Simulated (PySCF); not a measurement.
HgCl, SMILES [Cl][Hg+], charge +1.

Geometry optimised at B3LYP-D3(BJ)/def2-TZVPD. The multiplicity is an assumed one; other spin states were not compared. The def2 effective core potentials stand for the cores of Hg; spin–orbit coupling is left out.

Level of theory: PySCF with TDA-ωB97X/def2-TZVPD.

Vertical excitations; the highest root listed may be one member of a degenerate set.  State labels are in the subgroup C2v.

Task: List the lowest excited states. (Estimate from the structure and the level; the computed values follow.)

Result: 
```
state  symmetry  energy (eV)  λ (nm)      f                                   main pairs
-----  --------  -----------  ------  -----  -------------------------------------------
S1           B2         2.50     497  0.003                   HOMO→LUMO (degenerate set)
S2           B1         2.50     497  0.003                 HOMO−1→LUMO (degenerate set)
S3           A1         5.10     243  0.219                             HOMO−2→LUMO 82 %
S4           A2         7.04     176  0.000                 HOMO−4→LUMO (degenerate set)
S5           A1         7.04     176  0.000                 HOMO−3→LUMO (degenerate set)
S6           B2         7.61     163  0.004                 HOMO−5→LUMO (degenerate set)
S7           B1         7.61     163  0.004                 HOMO−6→LUMO (degenerate set)
S8           A2         7.91     157  0.000         HOMO→LUMO+1 48 %, HOMO−1→LUMO+2 48 %
S9           A1         7.93     156  0.000  HOMO→LUMO+2, HOMO−1→LUMO+1 (degenerate set)
S10          A2         7.93     156  0.000  HOMO−1→LUMO+2, HOMO→LUMO+1 (degenerate set)
T1           B2         1.93     641      0                   HOMO→LUMO (degenerate set)
T2           B1         1.93     641      0                 HOMO−1→LUMO (degenerate set)
T3           A1         3.15     394      0                             HOMO−2→LUMO 98 %
T4           A2         6.68     186      0                             HOMO−4→LUMO 99 %
```
Triplets are in the Tamm–Dancoff approximation.
